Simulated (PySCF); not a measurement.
Highest orbital energy against ionisation energy along the 5p block

Calculated with PySCF 2.14, no spin-orbit coupling. Each cell gives −ε(HOMO) / ΔSCF in eV; NIST values include spin-orbit coupling, (s) semi-empirical, (t) theoretical.

```json
{"species": "In (def2-TZVPPD with the def2 core potential (28 electrons), ECP)", "UHF": "5.477 / 5.216", "LDA": "2.845 / 5.710", "PBE": "2.810 / 5.584", "PBE0": "3.584 / 5.616", "r2SCAN": "3.043 / 5.705", "NIST (lowest levels)": "5.786"}
{"species": "Sn (def2-TZVPPD with the def2 core potential (28 electrons), ECP)", "UHF": "7.262 / 6.851", "LDA": "4.158 / 7.410", "PBE": "4.100 / 7.257", "PBE0": "5.021 / 7.304", "r2SCAN": "4.394 / 7.400", "NIST (lowest levels)": "7.344"}
{"species": "Sb (def2-TZVPPD with the def2 core potential (28 electrons), ECP)", "UHF": "9.096 / 8.581", "LDA": "5.514 / 9.118", "PBE": "5.449 / 8.960", "PBE0": "6.512 / 9.039", "r2SCAN": "5.820 / 9.163", "NIST (lowest levels)": "8.608"}
{"species": "Te (def2-TZVPPD with the def2 core potential (28 electrons), ECP)", "UHF": "8.466 / 7.725", "LDA": "5.382 / 8.987", "PBE": "5.248 / 8.719", "PBE0": "6.266 / 8.720", "r2SCAN": "5.479 / 8.728", "NIST (lowest levels)": "9.010"}
{"species": "I (def2-TZVPPD with the def2 core potential (28 electrons), ECP)", "UHF": "10.406 / 9.548", "LDA": "6.860 / 10.789", "PBE": "6.713 / 10.506", "PBE0": "7.863 / 10.532", "r2SCAN": "6.989 / 10.535", "NIST (lowest levels)": "10.451"}
{"species": "Xe (def2-TZVPPD with the def2 core potential (28 electrons), ECP)", "UHF": "12.418 / 11.463", "LDA": "8.373 / 12.609", "PBE": "8.225 / 12.326", "PBE0": "9.513 / 12.390", "r2SCAN": "8.581 / 12.421", "NIST (lowest levels)": "12.130"}
```

Q: How far is −ε(HOMO) from ΔSCF on average for each method, and why?

A: UHF 0.62 eV; LDA -3.58 eV; PBE -3.47 eV; PBE0 -2.47 eV; r2SCAN -3.27 eV. Hartree-Fock orbital energies lack relaxation and so exceed the ΔSCF value; semilocal functionals have convex E(N) from self-interaction, so their HOMO lies far too high; exact exchange moves hybrids part of the way back.
